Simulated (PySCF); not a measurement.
Cartesian coordinates (Å):
```xyz
5

S      1.3360    -0.6980     0.2658
Ge    -0.6722    -0.0621    -0.4445
H      1.9338     0.4517    -0.0904
H     -1.6435    -1.0656     0.2110
H     -0.9542     1.3739     0.0581
```
Charge 0, spin multiplicity 2.

Question: Give the dipole moment, highest occupied spin orbital and total energy at the level r2SCAN-D4/def2-TZVP (PySCF 2.14.0).

Answer: 
```yaml
dipole_moment: 1.02 D
highest_occupied_spin_orbital: -5.33 eV
total_energy: -2476.9543 Ha
```
